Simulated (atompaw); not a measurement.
**PBEsol PAW (atompaw) dataset for Co, scalar-relativistic all-electron reference.**

atompaw 4.2.0.5 input, output lines left out:

```
Co 27
GGA-PBESOL scalarrelativistic loggrid 1500 logderivrange -12 5 426
4 4 3 0 0 0
4 0 0
4 1 0
3 2 6
0 0 0
c
c
v
v
c
v
v
v
2
1.20 1.05 0.95 1.15
n
n
y
-1.45
n
custom polynom gramschmidtortho gaussian
bessel
1.20
1.05
1.10
1.20
0.90
1.20
```

Poles of the logarithmic derivatives, all-electron (AE) and pseudo (PS). s: poles at -8.3 (AE) and -8.3 (PS) Ry. p: poles at -5.3 (AE) and -5.3 (PS) Ry. d: poles at -0.8 (AE) and -0.8 (PS) Ry. Test radius 1.21 bohr.

- Cutoffs needed: 180 Ry and 260 Ry (the cutoffs (Ry, on a coarse ladder) from which the occupation-weighted sum of valence levels, in a spherical-Bessel basis at the reference potential, stays within 10 and 1 mRy of its value at 400 Ry)
- Ghost test: no extra level below or beside the all-electron valence levels (s, p, d, f tested) (spherical-Bessel basis up to 400 Ry, 20 bohr box)
- Lowest eigenvalue of the overlap operator: 0.24 (d channel)
- Overlap eigenvalues printed by atompaw (projector basis): 0.268, 0.488, 1.32, 1.69, 103, 112
- Share of each valence orbital outside the PAW sphere: 3s 8 %, 4s 93 %, 3p 11 %, 4p 95 %, 3d 24 %
